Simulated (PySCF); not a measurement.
Excitation energy of Ca by level of theory

Ca [Ar] 4s2 (1S) → Ca [Ar] 4p2 (3P), as a difference of total energies. All numbers are calculated (PySCF 2.14, the spin-free X2C one-electron Hamiltonian (Gaussian nucleus), in aug-cc-pVDZ-X2C). Correlated levels: valence: [Ar] frozen. The calculations carry no spin-orbit coupling.

Task: Order these methods by the excitation energy they give, lowest first.
A. r2SCAN
B. PBE0
C. B3LYP
D. PBE

Result: A (33115 cm⁻¹), D (34825 cm⁻¹), B (35417 cm⁻¹), C (37703 cm⁻¹).

Errors of the correlated levels include the incompleteness of this basis and the frozen core.

For comparison: 38508 cm⁻¹ (measured; NIST levels, between the centres of gravity of the two terms).
